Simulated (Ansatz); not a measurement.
A run for Ansatz (a quantum-chemistry and plane-wave program): R-PBE0/def2-TZVPP on AlH5O4.

Ansatz 0.2 input:
```yaml
crystal:
  periodic: [false, false, false]
  atoms:
    - {symbol: Al, position_ang: [0.20509371, 0.10970900, -0.28698728]}
    - {symbol: O, position_ang: [0.85775709, 1.01718456, 1.03042687]}
    - {symbol: H, position_ang: [1.48014877, 1.73842917, 0.95658252]}
    - {symbol: O, position_ang: [1.20544169, -0.91729997, -1.22073996]}
    - {symbol: H, position_ang: [2.06121215, -1.21552416, -0.91306804]}
    - {symbol: O, position_ang: [-1.18018284, 0.70303992, -1.12435640]}
    - {symbol: H, position_ang: [-1.24631577, 0.63795261, -2.07727187]}
    - {symbol: O, position_ang: [-0.87696279, -0.90138405, 1.01911540]}
    - {symbol: H, position_ang: [-0.71057641, -0.43984949, 1.85667686]}
    - {symbol: H, position_ang: [-1.79561561, -0.73225760, 0.75962189]}
basis:
  gaussian:
    orbitals: def2-TZVPP
hamiltonian:
  xc: {name: PBE0}
scf: {lower_state_search: off}
```

The log:

```
WARN ansatz: RAYON_NUM_THREADS=4 ignored (pool sized by the plan → 4); use --threads N
Functional definition: PBE0
these checks for a lower state are left out or cut short: stability, starts, cluster_reference, orbital_swaps, neighbouring_geometries, increment
integrals: 0.16 GiB planned
1199 factors; their error is unknown
mean field: 1.36 GiB planned
mean field evaluation 1: about -14847.9548 eV, gradient 1.0e2 eV
mean field evaluation 2: about -14822.3974 eV, gradient 1.6e2 eV
mean field evaluation 4: about -14864.3417 eV, gradient 7.4e0 eV
mean field evaluation 8: about -14864.4230 eV, gradient 9.4e-2 eV
mean field evaluation 16: about -14864.4539 eV, gradient 6.6e-6 eV
mean field -14864.45391060 eV, -546.2586057257 hartree, gradient 6.6e-6 eV, S^2 0.000000; 0 other end points of the search recorded, 0 dependent functions left out
reference -14864.45394387 eV, -546.2586069485 hartree; 25, 25 occupied and 211, 211 virtual orbitals, 1199 factors
Total energy: -14864.45394387 eV, -546.2586069485 hartree
Checks for a lower state left out: stability, starts, cluster_reference, orbital_swaps, neighbouring_geometries, increment
```

The calculation finished and met its thresholds.

Cost: roughly 6 core-seconds.
